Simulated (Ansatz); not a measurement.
The same molecule with X = Si, Ge, Sn. Ansatz, PBE0-D4/def2-TZVP geometries, multiplicity 1. Each molecule was computed in one conformer, which needn't be the lowest.

Elements past krypton have def2 core potentials. Scalar relativity is left out up to krypton.

```json
{"X": "Si", "molecule": "`N[Si](F)(F)F`", "mean X–F bond length / Å": "1.576", "mean X–N bond length / Å": "1.672", "HOMO energy (PBE/def2-TZVPP) / eV": "-7.06", "HOMO–LUMO gap (PBE0/def2-TZVPP) / eV": "9.13", "LUMO energy (B3LYP/def2-TZVPP) / eV": "0.09"}
{"X": "Sn", "molecule": "`[NH2][Sn]([F])([F])[F]`", "mean X–F bond length / Å": "1.892", "mean X–N bond length / Å": "1.981", "HOMO energy (PBE/def2-TZVPP) / eV": "-7.57", "HOMO–LUMO gap (PBE0/def2-TZVPP) / eV": "6.70", "LUMO energy (B3LYP/def2-TZVPP) / eV": "-2.82"}
```

Question: Give the row for X = Ge, `[NH2][Ge]([F])([F])[F]`. (Estimate.)

Answer: Computed: 
```csv
X,molecule,mean X–F bond length / Å,mean X–N bond length / Å,HOMO energy (PBE/def2-TZVPP) / eV,HOMO–LUMO gap (PBE0/def2-TZVPP) / eV,LUMO energy (B3LYP/def2-TZVPP) / eV
Ge,`[NH2][Ge]([F])([F])[F]`,1.707,1.784,-7.45,8.35,-1.12
```

From Si to Sn the mean X–F bond length rises at each step, by 0.316 Å in all; the mean X–N bond length rises at each step, by 0.309 Å in all; the HOMO energy (PBE/def2-TZVPP) falls at each step, by 0.51 eV in all; the HOMO–LUMO gap (PBE0/def2-TZVPP) falls at each step, by 2.43 eV in all; the LUMO energy (B3LYP/def2-TZVPP) falls at each step, by 2.91 eV in all. Bonds lengthen as the atom grows down the group.

B3LYP here is the variant with VWN-RPA as its local correlation; programs differ in this.
